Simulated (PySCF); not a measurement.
SeCl3, SMILES Cl[Se](Cl)Cl, multiplicity 2.

Coordinates come from a B3LYP-D3(BJ)/def2-SVP optimisation. The multiplicity is an assumed one; other spin states were not compared. The isomer is the one that the SMILES or the coordinates give; other isomers of the formula were not compared.

The numbers are results of PySCF 2.14.0 with TDA-ωB97X/def2-SVPD, not measurements.

Vertical excitations. 

```tsv
state	energy (eV)	λ (nm)	f	main pairs
root 1	2.09	593	0.003	β HOMO→LUMO 95 %
root 2	2.59	479	0.000	α HOMO→LUMO 88 %
root 3	2.82	440	0.003	β HOMO−1→LUMO 53 %, β HOMO−2→LUMO 39 %
root 4	2.87	431	0.013	α HOMO→LUMO+1 9 %, β HOMO−2→LUMO 50 %, β HOMO−1→LUMO 32 %
root 5	2.98	416	0.001	β HOMO−3→LUMO 84 %
root 6	3.50	354	0.009	β HOMO−4→LUMO 77 %
root 7	3.52	352	0.019	α HOMO→LUMO+1 81 %
root 8	3.68	337	0.000	α HOMO−1→LUMO 21 %, β HOMO→LUMO+1 62 %
root 9	4.04	307	0.009	α HOMO−1→LUMO+1 33 %, α HOMO−2→LUMO 6 %, β HOMO−5→LUMO 28 %, β HOMO→LUMO+2 18 %
root 10	4.28	290	0.000	α HOMO−2→LUMO 33 %, α HOMO−6→LUMO 15 %, α HOMO−1→LUMO+1 12 %, β HOMO−2→LUMO+1 15 %, β HOMO−5→LUMO+1 9 %, β HOMO→LUMO+2 7 %
```
Unrestricted roots are not spin-pure.
